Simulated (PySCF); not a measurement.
**Deuteron quadrupole couplings in `F/C=C1\C[C@H](C(F)(F)F)[SiH2]1`**

C5H6F4Si.
Cartesian coordinates in Å at the GFN2-xTB level; atoms count from 1:
```xyz
16
C5H6F4Si angstrom
F      3.1471    1.3958    0.1446
C      2.5282    0.2883    0.5946
C      1.3042   -0.0398    0.2248
C      0.3747    0.6973   -0.7133
C     -0.8270   -0.2709   -0.6536
C     -2.0520    0.3625   -0.0777
F     -2.5485    1.3647   -0.8279
F     -1.8405    0.8892    1.1438
F     -3.0576   -0.5225    0.0724
Si     0.0921   -1.4428    0.5814
H      3.1543   -0.2727    1.2727
H      0.1292    1.6957   -0.3480
H      0.7870    0.8017   -1.7166
H     -1.1062   -0.6776   -1.6244
H      0.3932   -2.7476   -0.0009
H     -0.4858   -1.5124    1.9166
```

Level: PBE0/pcSseg-1 (PySCF, non-relativistic); Q(2H) = 0.00286 b; rigid geometry, the same for H and D, with no vibrational averaging.

Question: Rank these positions by the coupling χzz of a deuteron there, largest first.
A. H15 (Si–H hydrogen)
B. H12 (methylene hydrogen)
C. H13 (methylene hydrogen)
D. H11 (vinylic hydrogen)

Answer: D (215 kHz), C (207 kHz), B (203 kHz), A (110 kHz).

Question: Tabulate Vzz, the asymmetry η and χzz = 234.96 MHz × Q × Vzz for every hydrogen position.

Answer: 
```
atom  bonded to  bond length (Å)  Vzz (au)     η  χzz (kHz)
 H11         C2            1.080    0.3202  0.10        215
 H12         C4            1.091    0.3023  0.04        203
 H13         C4            1.090    0.3085  0.01        207
 H14         C5            1.089    0.3107  0.07        209
 H15       Si10            1.460    0.1636  0.01        110
 H16       Si10            1.457    0.1654  0.02        111
```

Question: Average by the element that carries the hydrogen.

Answer: on C: 209 kHz over 4 positions, mean bond length 1.087 Å; on Si: 111 kHz over 2 positions, mean bond length 1.458 Å.

Question: Give the 2H NMR doublet splittings at H14 for a magnetic field along the z, y and x axes of the gradient: 3χ/2, 3χ(1 + η)/4, 3χ(1 − η)/4.

Answer: With |χ| = 208.8 kHz and η = 0.067: 313, 167 and 146 kHz, to first order and without motion.

Geometry: GFN2-xTB; no solvent, vibrations or thermal averaging. GFN2-xTB bond lengths can be off by several hundredths of an ångström, more for odd bonds, and the gradients follow them. The small basis limits the accuracy of the gradients.
